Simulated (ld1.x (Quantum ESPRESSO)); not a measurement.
**What the settings do to the ultrasoft potential of I**

Base potential:

| Item | Value |
| --- | --- |
| Element | I |
| Generator | ld1.x (Quantum ESPRESSO) 7.5 |
| Type | ultrasoft |
| Functional | PBEsol |
| Relativity | scalar-relativistic |
| Frozen core | [Kr] 4d10 |
| Valence charge | 7 |
| Reference configuration | 5s2 5p5 |
| Partial waves | 5s (bound): rcut 1.40, rcutus 1.85 bohr; 5s channel at 0.15 Ry: rcut 1.40, rcutus 1.85 bohr; 5p (bound): rcut 2.00, rcutus 2.30 bohr; 5p channel at 2.2 Ry: rcut 2.00, rcutus 2.30 bohr |
| Local potential | all-electron potential smoothed inside 2.00 bohr (lloc = -1) |
| Core correction | a·sin(br)/r model core inside 1.15 bohr |
| Augmentation charge | built from norm-conserving waves at rcut, not smoothed further |

Cutoffs, loose and tight: the cutoffs (Ry, on a coarse ladder) from which the occupation-weighted sum of valence levels, in a spherical-Bessel basis at the reference potential, stays within 10 and 1 mRy of its value at 400 Ry. They do not see the model core or the augmentation charge, which bear on the density cutoff. Test errors are all-electron minus pseudo excitation energies from the reference, over the configurations 5s2 5p4; 5s2 5p3; 5s2 5p2; 5s2 5p1; 5s1 5p5; 5s2 5p5.3; 5s1 5p6. A dash means not determined; rows that change the core or the reference have their own tests.

A true bound ghost makes a file unfit for plane-wave use even where its test errors are small: the radial tests pick states by their node count and pass the ghost by.

Cutoffs are not given where the Bessel-basis levels miss the radial ones by over 6 mRy, ghosts where they miss by over 20 mRy; a channel whose overlap is not positive is not tested.

```tsv
change	outcome	bound ghosts	largest test error (meV)
base	generated	d	-281
core correction none	generated	d	-172
core correction a·sin(br)/r model core inside 0.84 bohr	generated	d	-281
core correction a·sin(br)/r model core inside 1.10 bohr	generated	d	-281
core correction a·sin(br)/r model core inside 1.22 bohr	generated	d	-282
core correction a·sin(br)/r model core inside 1.46 bohr	generated	d	-289
core correction a·sin(br)/r model core inside 1.72 bohr	generated	d	-323
core correction a·sin(br)/r model core inside 1.96 bohr	generated	d	-327
core correction a·sin(br)/r model core inside 2.20 bohr	generated	d	-301
```
